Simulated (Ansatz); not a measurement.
Two isomers of C4H9B: A = `BC=C(C)C`, B = `B/C(C)=C/C`.

Isolated molecules relaxed with PBE0-D4/def2-TZVP in Ansatz; ΔE leaves out vibrations. CCSD(T)/CBS is the MP2 limit (def2-TZVPP, def2-QZVPP) plus CCSD(T) − MP2 in def2-TZVPP, frozen cores. Functionals use def2-TZVPP.

Problem. Which isomer does CCSD(T)/CBS put lower? Give the gap. (Best estimate.)

Solution. The calculation gave: A, by 11.4 kJ/mol.

Problem. Give E(B) − E(A) in kJ/mol with r2SCAN-D4, PBE0-D4, CCSD(T)/def2-TZVPP, PBE-D4, B2PLYP, MP2/def2-TZVPP, CCSD/def2-TZVPP. (Estimate.)

Solution. Computed: r2SCAN-D4 14.0, PBE0-D4 13.0, CCSD(T)/def2-TZVPP 11.3, PBE-D4 12.5, B2PLYP 12.6, MP2/def2-TZVPP 11.2, CCSD/def2-TZVPP 11.6. None reverses the order clearly.

Largest T1 diagnostic: 0.011.

In def2-TZVPP, CCSD(T) changes the Hartree–Fock value by −3.2 kJ/mol (the triples alone add −0.4 kJ/mol) and MP2 by −3.3 kJ/mol.
